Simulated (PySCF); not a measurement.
C₇H₆O₂, SMILES c1cc(c(cc1)C=O)O, GFN2-xTB optimised geometry.

```
15

O     -2.56    -1.94     0.00
C     -1.36    -1.85     0.00
C     -0.61    -0.60     0.00
C     -1.29     0.62     0.00
C     -0.60     1.82     0.00
C      0.78     1.81     0.00
C      1.48     0.62     0.00
C      0.80    -0.60     0.00
O      1.46    -1.78     0.00
H     -0.72    -2.76     0.00
H     -2.37     0.59     0.00
H     -1.14     2.76     0.00
H      1.33     2.74     0.00
H      2.56     0.62     0.00
H      2.41    -1.63     0.00
```

Density from PBE0/def2-TZVP (PySCF) at that geometry.

Minimum of the electron density along straight lines between bonded atoms, close to the bond critical point (lines longer than 1.1 times the sum of covalent radii, or with two minima, are not listed):

```csv
bond,length / Å,ρ at the minimum / e bohr⁻³,∇²ρ there / e bohr⁻⁵,position (fraction from the first atom)
O1–C2,1.206,0.423,0.02,0.67
C2–C3,1.466,0.283,-0.80,0.50
C3–C4,1.396,0.315,-0.92,0.50
C4–C5,1.379,0.325,-0.97,0.51
C5–C6,1.388,0.320,-0.95,0.49
C6–C7,1.382,0.322,-0.95,0.50
C3–C8,1.405,0.313,-0.92,0.48
C7–C8,1.391,0.321,-0.96,0.48
C8–O9,1.353,0.298,-0.54,0.34
C2–H10,1.104,0.283,-1.01,0.65
C4–H11,1.080,0.290,-1.06,0.65
C5–H12,1.079,0.288,-1.03,0.65
C6–H13,1.080,0.289,-1.04,0.65
C7–H14,1.083,0.283,-1.00,0.64
O9–H15,0.966,0.358,-2.46,0.81
```
